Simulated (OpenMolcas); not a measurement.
# neutral germanium: CASPT2 settings compared

```json
{
  "Program": "OpenMolcas 26.06",
  "Basis": "ANO-R1 [5s4p3d1f]",
  "Scalar Hamiltonian": "X2C, finite nucleus",
  "Active space": "4 electrons in 4 orbitals (4s 4p)",
  "State averaging": "2S+1 = 3 even, 3 roots; 2S+1 = 1 even, 6 roots kept (CI in the orbitals of an earlier block); 2S+1 = 5 odd, 1 root",
  "Spin-orbit coupling": "RASSI with atomic mean-field integrals over the reference wave functions, term energies averaged over their components"
}
```

Methods on the same reference wave functions:
A. CASSCF
B. SS-CASPT2, IPEA 0.35 Eh, no level shift (closed shells correlated: 3d)
C. SS-CASPT2, IPEA 0.15 Eh, no level shift (closed shells correlated: 3d)
D. XMS-CASPT2, IPEA 0.15 Eh, no level shift (closed shells correlated: 3s 3p 3d)

Energies in cm⁻¹ above 4s² 4p² ³P₀, the measured ground level; measured values from NIST Handbook of Basic Atomic Spectroscopic Data.

```json
{"Level": "4s² 4p² ³P₀", "A": "0.0", "B": "0.0", "C": "0.0", "D": "0.0", "Measured": "0.0"}
{"Level": "4s² 4p² ³P₁", "A": "468", "B": "466", "C": "465", "D": "463", "Measured": "557"}
{"Level": "4s² 4p² ³P₂", "A": "1218", "B": "1208", "C": "1209", "D": "1208", "Measured": "1410"}
{"Level": "4s² 4p² ¹D₂", "A": "9679", "B": "8150", "C": "8480", "D": "8570", "Measured": "7125"}
{"Level": "4s² 4p² ¹S₀", "A": "17411", "B": "17920", "C": "18250", "D": "18610", "Measured": "16367"}
{"Level": "4s 4p³ ⁵S°₂", "A": "30384", "B": "36230", "C": "36670", "D": "37530", "Measured": "41927"}
```

Deviations, from unrounded energies. A percentage is the sum of absolute deviations over the sum of measured energies, with the sign that they share, or ± where signs differ.

```tsv
Against measurement	Levels	A	B	C	D
mean absolute deviation (cm-1)	5	3100	1700	1800	1700
fine structure of the ground term (%)	2	-14.3	-14.9	-14.9	-15.0
other terms of the ground configuration (%)	2	+15.3	+11.0	+13.8	+15.7
other configurations (%)	1	-27.5	-13.6	-12.5	-10.5
```

B, C, D lie about equally close to measurement and A furthest from it. The largest miss of D in the table is 4s 4p³ ⁵S°₂, by -4400 cm-1. The ranking rests on the paired levels alone, and a cruder setting can come out closer through cancelling errors.

Among B to D the level of the table that moves most is 4s 4p³ ⁵S°₂, by 1300 cm-1 (lowest in B, highest in D). Moves below CASPT2's spread within the term are not significant.

The mean deviations of B to D differ by less than CASPT2's widest spread within a term (210 cm-1), so their order carries little weight.

From A to B the spin-free energies of the other terms of 4s² 4p² shown, above ³P, scale by factors of 0.82 to 1.03.

The lowest spin-free term lies below A's lowest term by 0.412 hartree in B, 0.417 hartree in C, 0.501 hartree in D.

CASPT2 breaks the degeneracy within a term, and the mean is taken; among the terms shown or strongly mixed into the levels shown the widest spread is 210 cm-1 (4s² 4p² ¹D, D). Terms from blocks run as CI alone lack orbitals of their own. Terms of s pⁿ other than that of highest spin mix with s² pⁿ⁻² d, which this space lacks; all of them can be thousands of cm-1 off, and some have no real level of that name. Without dynamic correlation excited terms often stand tens of per cent too high (terms of higher spin than the ground term too low), and those without a measured partner can miss by more than the paired ones (holds for A). Some terms miss by over 15 % even with CASPT2, which points to a basis or an active space too small for the shells correlated (holds for C; D). Computed and measured levels are paired by configuration, term and J; levels that our copy of the source lacks, or whose pairing is in doubt (as where it misses far off the trend of its configuration), stay unpaired and out of the deviations. Levels of configurations outside the active space are missing.

° marks odd parity.
